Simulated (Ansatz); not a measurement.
Ideal-gas functions of `C#[C][Ti]([Cl])([Cl])[Cl]` at 298.15 K and 1 bar, from an Ansatz frequency run at PBE0-D4/def2-TZVP.

Molar mass 179.26 g/mol, point group C3v (symmetry number 3), electronic degeneracy 1, moments of inertia 453.91, 460.507, 460.51 u Å². Harmonic wavenumbers (cm⁻¹, unscaled): 81, 81, 118, 118, 125, 225, 225, 401, 519, 519, 538, 738, 738, 2083, 3450.

Use S(trans) = R[1.5 ln M + 2.5 ln T − 1.1517]; rotational temperatures θ = 24.2544 K / I; S(rot) = R[ln(√π/σ · √(T³/θAθBθC)) + 1.5]; for each mode x = 1.438777 ν̃/T, S = R[x/(eˣ − 1) − ln(1 − e⁻ˣ)] and H = RT x/(eˣ − 1); 1 cm⁻¹ = 0.0119627 kJ/mol; R = 8.31446 J/(mol·K).

By hand: the entropy, in J/(mol·K).

Translation 173.6. Rotation: θ = 0.0534, 0.0527, 0.0527 K, giving 115.8. Vibration, mode by mode: 16.18, 16.18, 13.11, 13.11, 12.64, 8.03, 8.03, 4.01, 2.56, 2.56, 2.38, 1.11, 1.11, 0.00, 0.00, in all 101.0. Electronic 0.0. Sum 390.4 J/(mol·K).

By hand: H − E and G − E in kJ/mol, counted from the electronic energy.

Zero-point energy ½ × 9959 × 0.0119627 = 59.6; thermal vibration 15.2; translation, rotation and pV give 4 RT = 9.9. H − E = 84.7 kJ/mol, and G − E = 84.7 − 298.15 × 390.4/1000 = -31.7 kJ/mol.

Vibration gives 26 % of the entropy, 71.2 J/(mol·K) of it from the modes under 150 cm⁻¹: soft modes count most, and the harmonic formula is weakest for them.
